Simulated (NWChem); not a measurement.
System: N$_{2}$H$_{3}$, doublet; SMILES [NH]N

All runs: NWChem. Pople sets run with spherical d functions. Spin-unrestricted. No stability test was run on the SCF state. Each level has its own optimisation; frequencies are unscaled. Brackets give each atom's bonded neighbours.

```
level             basis functions  r N–N (Å)  r H–N [H(N)–N(HN)] (Å)  highest harmonic frequency (cm⁻¹)  lowest (cm⁻¹)  zero-point energy (kcal/mol)  dipole (D)  relative time
----------------  ---------------  ---------  ----------------------  ---------------------------------  -------------  ----------------------------  ----------  -------------
B3LYP/STO-3G                   13      1.455                   1.093                               3690            637                          25.2        2.18              1
B3LYP/3-21G                    24      1.405                   1.050                               3593            413                          23.8        2.69              1
B3LYP/6-31G*                   34      1.358                   1.029                               3598            650                          24.9        2.61              3
B3LYP/6-31+G*                  42      1.356                   1.027                               3622            596                          24.8        2.84              3
B3LYP/6-311G**                 54      1.354                   1.025                               3619            579                          24.7        2.62              4
B3LYP/6-311++G**               65      1.351                   1.024                               3635            516                          24.7        2.77              5
```

The last column is a rough cost ratio, cheapest run = 1.
